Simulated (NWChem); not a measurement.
# Correlation energy of thionyl fluoride (F2OS)

```
S
O 1 1.4371
F 1 1.6164 2 106.71
F 1 1.6164 2 106.71 3 98.06
```
Charge 0, spin multiplicity 1.

The numbers come from NWChem runs, not from measurements. Structure: optimised with PBE0/def2-SVP, a minimum by its harmonic frequencies.

Basis set: def2-SVP. Each correlation energy counts from its own Hartree-Fock reference.

The correlated methods keep 8 core orbitals frozen. Coupled-cluster values serve here as a point of comparison, not as the truth.

| method | correlation energy (mHa) |
|---|---|
| MP2 | -705.9 |
| SCS-MP2 | [?] |
| CR-CCSD[T] | -727.1 |
| CR-CCSD(T) | -725.1 |
| CCSD | -710.6 |
| CCSD+T(CCSD) | -732.6 |
| CCSD(T) | [?] |

Question: What belongs in the gaps?

Answer: 
- SCS-MP2, correlation energy (mHa): -677.1
- CCSD(T), correlation energy (mHa): -729.9
